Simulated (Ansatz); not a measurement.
Born–Oppenheimer molecular dynamics of BClH$_{5}$OP (9 atoms, charge 0, multiplicity 1). It starts at the highest image of a converged band. Of that band: Neighbouring images differ by up to 1.4 eV, so the band resolves the path poorly. A vibrational analysis at the climbing image gives one clearly imaginary mode, 1138i cm⁻¹: a first-order saddle point.

The calculation used RKS revPBE-D4/6-31G* in Ansatz.

```
ensemble                      : NVE (velocity Verlet)
time step                     : 0.5 fs
steps asked                   : 200
starting velocities drawn for : 300 K
seed                          : 10291
```

First frame:

```xyz
9
Properties=species:S:1:pos:R:3
B 0.255 0.252 0.264
O -0.155 -0.309 1.658
H -1.112 -0.527 1.626
Cl 1.772 -0.487 -0.357
H -0.667 0.368 -0.501
P 0.581 2.414 1.048
H 1.970 2.260 0.788
H 0.150 2.748 -0.267
H -0.008 0.971 1.688
```

Question: How far do the bonds stretch over the last three quarters of this one trajectory? (Pairs bonded in most of those frames.)

Answer: 
| bond | mean (Å) | spread (Å) | shortest | longest |
| --- | --- | --- | --- | --- |
| B1–Cl4 | 1.810 | 0.068 | 1.70 | 1.93 |
| B1–H5 | 1.209 | 0.014 | 1.18 | 1.24 |
| B1–P6 | 2.072 | 0.171 | 1.77 | 2.34 |
| O2–H3 | 0.981 | 0.013 | 0.95 | 1.02 |
| O2–H9 | 1.022 | 0.088 | 0.93 | 1.29 |
| P6–H7 | 1.435 | 0.016 | 1.40 | 1.46 |
| P6–H8 | 1.443 | 0.023 | 1.40 | 1.49 |

Mean temperature of the second half: 611 K. The conserved energy stayed within 0.14 meV per atom of its start (net change -0.0013 meV per atom), so the integration is sound. The kinetic energy rose, since the run started high on the potential surface and went downhill. It ends in pieces (BClH3P + H2O), so much of that is their flight and rotation, not heat. A run of 0.1 ps of so small a system gives no equilibrium averages. The orbitals stay closed-shell, which can raise the energy where a bond breaks towards radicals; this wasn't checked here.

Run time: 9.5 min on 1 thread of Arm Neoverse V1, with other jobs on the host, peak memory 0.12 GiB.
